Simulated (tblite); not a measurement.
Species: C₅H₁₆N₂Si₂.
Atom-mapped SMILES: `[CH2:1]=[C:2]([SiH2:3][NH2:4])[N:5]([CH3:6])[CH2:7][CH2:8][SiH3:9]` (hydrogens: H10, H11 on C1; H12, H13 on Si3; H14, H15 on N4; H16, H17, H18 on C6; H19, H20 on C7; H21, H22 on C8; H23, H24, H25 on Si9)

Structure used (GFN2-xTB), in Å, numbered top down from 1:
```xyz
25
C5H16N2Si2 angstrom
C     -1.0185    1.2562    0.9768
C     -1.0903    0.0220    0.4540
Si    -2.7722   -0.5476   -0.2314
N     -4.0521    0.5992   -0.0923
N     -0.0261   -0.8622    0.4353
C     -0.0767   -1.9975   -0.4505
C      1.3039   -0.3992    0.7638
C      1.9612    0.4300   -0.3444
Si     3.6395    1.1516    0.1676
H     -1.9019    1.8683    1.0256
H     -0.1301    1.7053    1.3871
H     -2.6761   -0.7835   -1.6764
H     -3.2586   -1.7175    0.5073
H     -4.3791    0.8360    0.8305
H     -4.0042    1.4356   -0.6516
H      0.7437   -2.6732   -0.2051
H     -1.0126   -2.5366   -0.3166
H      0.0102   -1.7204   -1.5093
H      1.2428    0.1859    1.6842
H      1.9212   -1.2772    0.9787
H      2.0757   -0.1957   -1.2319
H      1.2796    1.2369   -0.6201
H      3.4721    1.9621    1.3765
H      4.5770    0.0602    0.4467
H      4.1605    1.9854   -0.9168
```

Calculated harmonic vibrations of the isolated species, GFN2-xTB (tblite), most abundant isotopes, no scaling. This tight-binding method is rough: wavenumbers can miss measured ones by several per cent, in bad cases by 10 to 20. Modes of hydrogen on silicon can be 10 to 20 % off. One conformer, not necessarily the lowest.

Harmonic wavenumbers (cm⁻¹): 30.7, 43.4, 79.2, 91.5, 127.3, 140.9, 156.8, 170.3, 186.9, 195.3, 254.3, 301.1, 362.2, 400.7, 432.2, 487.3, 513.9, 532.7, 538.0, 558.4, 655.7, 657.8, 683.5, 736.2, 745.4, 755.7, 773.4, 785.2, 791.4, 798.0, 805.3, 835.3, 865.1, 904.3, 935.7, 1029.3, 1042.1, 1086.9, 1104.2, 1171.3, 1226.4, 1244.1, 1285.3, 1336.9, 1348.3, 1425.7, 1434.0, 1481.8, 1487.5, 1493.8, 1503.1, 1533.6, 1625.6, 2214.2, 2218.8, 2248.2, 2254.3, 2264.1, 2882.9, 2934.3, 2964.7, 2970.5, 2984.6, 2995.7, 3020.2, 3100.1, 3117.3, 3474.6, 3506.9.

A = 2549, B = 465.5, C = 418.8 MHz; mass 160.085 u (most abundant isotopes); point group C1, symmetry number 1.

Task: What is the zero-point energy?

Result: ½Σν̃ = 43171 cm⁻¹ = 123.43 kcal/mol.

Task: What is S at 400 K and 1 bar for an ideal gas of classical rigid rotors and harmonic oscillators?

Result: Translation 42.61, rotation 31.72, vibration 62.24: S = 136.6 cal/(mol K).

Task: And Cp and H(400 K) − H(0)?

Result: Cp = 67.33 cal/(mol K), of which vibrations give 59.39 (their classical limit is 69 R = 137.1); H(400 K) − H(0) = 15.73 kcal/mol without the zero-point energy, 12.55 from vibrations.

Task: Blend soft modes into free rotors: weight 1/[1 + (100 cm⁻¹/ν̃)⁴] for the oscillator and the rest for a rotor with moment μB/(μ + B), μ = h/(8π²ν), B = 10⁻⁴⁴ kg m². What vibrational entropy results?

Result: 56.78 cal/(mol K) in place of 62.24, which changes −T·S at 400 K by +2.19 kcal/mol.

Task: Which modes carry the vibrational entropy at 400 K?

Result: 30.7 cm⁻¹: 6.37; 43.4 cm⁻¹: 5.68; 79.2 cm⁻¹: 4.49; 91.5 cm⁻¹: 4.20; 127.3 cm⁻¹: 3.56; 140.9 cm⁻¹: 3.36 cal/(mol K); the other 63 give 34.58 together.

Task: How do the functions run with temperature in this model?

Result: 
```csv
T (K),S (cal/(mol K)),Cp (cal/(mol K)),H − H(0) (kcal/mol),G − H(0) (kcal/mol),ln q(vib)
100,78.2,25.3,1.65,-6.17,3.20
200,100.1,39.8,4.90,-15.13,7.44
300,119.1,54.5,9.62,-26.11,11.54
500,152.8,78.0,23.01,-53.38,19.43
800,194.7,100.3,50.04,-105.74,30.33
1000,218.2,110.1,71.13,-147.08,36.94
```

q(vib) and H(0) count from the zero-point level.

Hindered rotation and anharmonicity are outside this model. Other conformers, if any are populated, would add a mixing term that is left out. The structure is chiral; the term R ln 2 for an equal mix with its mirror image is left out.
